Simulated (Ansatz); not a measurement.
```yaml
atoms:
  - { symbol: N, position_ang: [-0.0155, -0.0569, -1.1105] }
  - { symbol: N, position_ang: [0.0047, 0.0827, -0.1110] }
  - { symbol: O, position_ang: [-0.1329, 0.0087, 1.1430] }
```

Basis set: cc-pVDZ (spherical functions). Frozen core: 3 orbitals. Charge 0, multiplicity 1.

Computed with Ansatz (development build ahead of 0.2.0); each method stands on the lowest determinant of its kind that the runs found. Restricted open shells among the atoms or ions are ROHF, correlated in semicanonical orbitals with singles.

(1) Give the atomization energy at this shape (free ground-state atoms in the same class of orbitals less the molecule, no zero-point energy) of singlet N₂O by RHF-MP2, RHF.

Answers

(1)

```tsv
method	atomization energy
RHF-MP2	867.0 kJ/mol
RHF	260.5 kJ/mol
```

Caution: no unrestricted run beside it, a lower state can exist; the shape is not the minimum.
